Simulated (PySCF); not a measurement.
FeHO, SMILES [OH][Fe] (connectivity only; charge and spin as stated), neutral, multiplicity 6.

The structure is a stationary point at B3LYP-D3(BJ)/def2-TZVP. The geometry has at least one imaginary mode, so it is a saddle point at that level. The multiplicity is an assumed one; other spin states were not compared.

Two levels are set side by side: PBE/def2-TZVPD (PySCF) and ωB97X/def2-TZVPD (PySCF). Same geometry, gas phase. Differences are taken from unrounded values.

```csv
quantity,ωB97X,PBE,PBE minus ωB97X
α-spin orbital gap (eV),8.34,3.44,-4.91
β-spin orbital gap (eV),9.47,0.60,-8.87
dipole moment (D),0.33,0.74,0.40
mean polarisability (bohr³),52.8,54.8,2.0
```

PBE's more diffuse valence density responds more strongly to a field. Differences between two approximate levels are no errors against the true value.

Rough cost on one machine, each run with all the roots and properties that it gave: ωB97X against PBE about 1/2.
